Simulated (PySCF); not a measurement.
HKO, SMILES [OH][K]. Atoms are numbered in the order given.

```xyz
3

K      0.0000     0.0000    -0.7482
O      0.0000     0.0000     1.4735
H      0.0000     0.0000     2.4283
```

Coordinates come from a PBE0-D3(BJ)/def2-TZVPD optimisation. The isomer is the one that the SMILES or the coordinates give; other isomers of the formula were not compared.

Two levels are set side by side: PBE/pcSseg-2 (PySCF) and B3LYP/pcSseg-2 (PySCF). GIAO shifts against H2O (¹⁷O), TMS (¹H) at the same level; non-relativistic, no solvent, atoms listed together averaged. Differences are taken from unrounded values.

```tsv
quantity	B3LYP	PBE	PBE minus B3LYP
δ(¹⁷O) of O2 (ppm)	25.4	30.4	4.9
δ(¹H) of H3 (ppm)	-1.82	-1.87	-0.05
```

Rough cost on one machine, each run with all the roots and properties that it gave: B3LYP against PBE within a factor of 2.
